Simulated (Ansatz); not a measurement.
`[F][Ti]([F])([SH])[SH]`, relaxed with RKS PBE0-D4/def2-TZVP in the Gaussian-basis code of Ansatz from a PBE-D4/def2-SVP geometry. The force threshold is 0.005 eV/Å; the program also tests the step.

The species carries charge 0 and has multiplicity 1.

Start:

```xyz
7

F    -0.436    1.976    0.766
Ti    0.185    0.368    0.511
F     1.331   -0.197    1.694
S     1.271    0.208   -1.501
S    -1.663   -0.986    0.421
H     0.164    0.704   -2.134
H    -0.852   -2.073    0.242
```

Q: How much energy does the relaxation release, and in how many steps? (An estimate is asked.)

A: Ansatz gave: 0.34 kcal/mol, in 5 steps.

Q: Which bonds change most? (Estimate.)

A: Computed: S4–H6 from 1.368 to 1.348 Å; S5–H7 from 1.367 to 1.348 Å; Ti2–S4 from 2.292 to 2.276 Å; Ti2–S5 from 2.292 to 2.276 Å.

Q: Give the relaxed structure. (Best estimate.)

A: Ansatz gave: 
```xyz
7

F    -0.463    1.958    0.764
Ti    0.181    0.361    0.500
F     1.345   -0.201    1.668
S     1.271    0.223   -1.494
S    -1.654   -0.984    0.439
H     0.201    0.719   -2.145
H    -0.882   -2.076    0.268
```
